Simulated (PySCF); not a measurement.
**Atomic charges by several schemes**

Species: SiCl3(SiMe3), C3H9Cl3Si2.
Geometry (PBE0-D3(BJ)/def2-SVP, Å), atoms numbered from 1 in this order:
```xyz
17
C3H9Cl3Si2 angstrom
Si     0.986    1.717    0.658
Cl     0.993    1.868    2.721
Cl     2.955    1.719    0.019
Cl     0.089    3.421   -0.100
Si    -0.119   -0.204   -0.067
C      0.825   -1.673    0.624
C     -1.869   -0.107    0.606
C     -0.071   -0.148   -1.944
H      0.356   -2.619    0.311
H      0.842   -1.645    1.725
H      1.866   -1.670    0.267
H     -1.861   -0.063    1.706
H     -2.381    0.793    0.232
H     -2.457   -0.987    0.301
H     -0.594    0.746   -2.317
H      0.968   -0.111   -2.304
H     -0.556   -1.037   -2.378
```

Density: PBE0/pcSseg-1 (PySCF); schemes: Mulliken, IAO, Hirshfeld and ESP-fitted. Geometry: PBE0-D3(BJ)/def2-SVP; no solvent, vibrations or thermal averaging.

Q: What partial charge does each atom carry?

A: In e:

```json
{"atom": "Si1", "environment": "silicon bonded to 3 Cl and Si", "Mulliken": "+0.764", "IAO": "+0.764", "Hirshfeld": "+0.279", "ESP-fitted": "+0.035"}
{"atom": "Cl2", "environment": "chlorine bonded to Si", "Mulliken": "-0.288", "IAO": "-0.298", "Hirshfeld": "-0.123", "ESP-fitted": "-0.098"}
{"atom": "Cl3", "environment": "chlorine bonded to Si", "Mulliken": "-0.289", "IAO": "-0.300", "Hirshfeld": "-0.124", "ESP-fitted": "-0.100"}
{"atom": "Cl4", "environment": "chlorine bonded to Si", "Mulliken": "-0.289", "IAO": "-0.299", "Hirshfeld": "-0.123", "ESP-fitted": "-0.100"}
{"atom": "Si5", "environment": "silicon bonded to 3 C and Si", "Mulliken": "+0.537", "IAO": "+0.837", "Hirshfeld": "+0.323", "ESP-fitted": "+0.824"}
{"atom": "C6", "environment": "carbon bonded to Si and 3 H", "Mulliken": "-0.605", "IAO": "-0.709", "Hirshfeld": "-0.210", "ESP-fitted": "-0.672"}
{"atom": "C7", "environment": "carbon bonded to Si and 3 H", "Mulliken": "-0.605", "IAO": "-0.709", "Hirshfeld": "-0.211", "ESP-fitted": "-0.640"}
{"atom": "C8", "environment": "carbon bonded to Si and 3 H", "Mulliken": "-0.606", "IAO": "-0.709", "Hirshfeld": "-0.211", "ESP-fitted": "-0.661"}
{"atom": "H9", "environment": "hydrogen on C6", "Mulliken": "+0.151", "IAO": "+0.155", "Hirshfeld": "+0.047", "ESP-fitted": "+0.172"}
{"atom": "H10", "environment": "hydrogen on C6", "Mulliken": "+0.154", "IAO": "+0.160", "Hirshfeld": "+0.044", "ESP-fitted": "+0.155"}
{"atom": "H11", "environment": "hydrogen on C6", "Mulliken": "+0.155", "IAO": "+0.160", "Hirshfeld": "+0.043", "ESP-fitted": "+0.155"}
{"atom": "H12", "environment": "hydrogen on C7", "Mulliken": "+0.154", "IAO": "+0.160", "Hirshfeld": "+0.043", "ESP-fitted": "+0.147"}
{"atom": "H13", "environment": "hydrogen on C7", "Mulliken": "+0.154", "IAO": "+0.160", "Hirshfeld": "+0.043", "ESP-fitted": "+0.147"}
{"atom": "H14", "environment": "hydrogen on C7", "Mulliken": "+0.151", "IAO": "+0.155", "Hirshfeld": "+0.047", "ESP-fitted": "+0.162"}
{"atom": "H15", "environment": "hydrogen on C8", "Mulliken": "+0.155", "IAO": "+0.160", "Hirshfeld": "+0.043", "ESP-fitted": "+0.151"}
{"atom": "H16", "environment": "hydrogen on C8", "Mulliken": "+0.155", "IAO": "+0.160", "Hirshfeld": "+0.043", "ESP-fitted": "+0.152"}
{"atom": "H17", "environment": "hydrogen on C8", "Mulliken": "+0.151", "IAO": "+0.155", "Hirshfeld": "+0.047", "ESP-fitted": "+0.169"}
```

Mean size of the charges over all atoms: IAO 0.356 e, Mulliken 0.316 e, ESP-fitted 0.267 e, Hirshfeld 0.118 e. Each set sums to the total charge, 0, to within 0.001 e. The ESP scheme fits charges at the nuclei, held to the total charge, to the electrostatic potential on points at 1.4 to 2.0 times the van der Waals radii. The Mulliken scheme gives each basis function's population to the atom it is centred on and halves the overlap population of two atoms between them.

Lowest charge. All schemes pick atoms of one kind: Mulliken C8 (-0.606); IAO C6, C7 and C8 (-0.709); Hirshfeld C7 and C8 (-0.211); ESP-fitted C6 (-0.672).

Highest charge. The schemes don't all agree: Mulliken Si1 (+0.764); IAO Si5 (+0.837); Hirshfeld Si5 (+0.323); ESP-fitted Si5 (+0.824).

Q: How many electrons does the Mulliken scheme count on Cl2?

A: Z − q = 17 − (-0.288) = 17.288.

Q: Sum the charges by element.

A: 
```json
{"element": "Si", "atoms": "2", "Mulliken": "+1.301", "IAO": "+1.601", "Hirshfeld": "+0.602", "ESP-fitted": "+0.859"}
{"element": "Cl", "atoms": "3", "Mulliken": "-0.866", "IAO": "-0.898", "Hirshfeld": "-0.370", "ESP-fitted": "-0.298"}
{"element": "C", "atoms": "3", "Mulliken": "-1.816", "IAO": "-2.127", "Hirshfeld": "-0.632", "ESP-fitted": "-1.973"}
{"element": "H", "atoms": "9", "Mulliken": "+1.381", "IAO": "+1.424", "Hirshfeld": "+0.400", "ESP-fitted": "+1.412"}
```

These values come from a run that also computed NMR shieldings. Time: 2.4 min (grids of density and orbitals included); peak memory 1.2 GiB. Hardware: one thread, AMD EPYC (x86_64), shared host with 64 logical CPUs at a one-minute load of 56.
